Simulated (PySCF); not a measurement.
Simulated outer-valence photoelectron spectrum of propargyl bromide, `C#CCBr`. Computed with EOM-IP-CCSD/aug-cc-pVDZ in PySCF, restricted Hartree–Fock reference, 12 core orbitals frozen, non-relativistic, gas phase, PBE0-D3(BJ)/def2-SVP geometry.

Each root has a Gaussian of 0.5 eV full width with its one-hole share as area; cross sections and vibrations are left out, and the highest printed point is 100.

(ionisation energy (eV), intensity): (9.8, 1), (10.0, 13), (10.2, 56), (10.4, 99), (10.6, 83), (10.8, 76), (11.0, 100), (11.2, 72), (11.4, 22), (11.6, 3), (11.8, 0), (12.0, 0), (12.2, 0), (12.4, 0), (12.6, 0), (12.8, 0), (13.0, 0), (13.2, 0), (13.4, 0), (13.6, 2), (13.8, 12), (14.0, 37), (14.2, 48), (14.4, 25), (14.6, 5), (14.8, 0), (15.0, 0), (15.2, 0), (15.4, 1), (15.6, 8), (15.8, 36), (16.0, 77), (16.2, 81), (16.4, 43), (16.6, 11), (16.8, 1), (17.0, 0), (17.2, 0), (17.4, 0), (17.6, 3), (17.8, 18), (18.0, 43), (18.2, 42), (18.4, 17), (18.6, 3), (18.8, 0)

**Question.** Where are the maxima, and how many lines lie under the curve?

**Answer.** 5 maxima, at 10.4, 11.0, 14.2, 16.1 and 18.1 eV, from 8 lines. At this width some lines have no maximum of their own.

**Question.** List the lines with their holes.

**Answer.** 
```
E (eV)  leading hole (HF orbital)  area  Koopmans (eV)
 10.42                     HOMO-1  0.96          10.86
 10.43                       HOMO  0.96          10.75
 11.01                     HOMO-3  0.96          11.44
 11.05                     HOMO-2  0.96          11.39
 14.16                     HOMO-4  0.95          14.82
 16.02                     HOMO-5  0.94          17.51
 16.22                     HOMO-6  0.94          18.08
 18.09                     HOMO-7  0.92          20.08
```

The widest gap, 3.11 eV, lies between 11.05 and 14.16 eV. Only orbitals with −ε under 21 eV, eight at most, were ionised, so the high end of the curve may lack lines.

Time: 2.7 min of wall time. Hardware: Arm Neoverse V1, one thread (shared host).
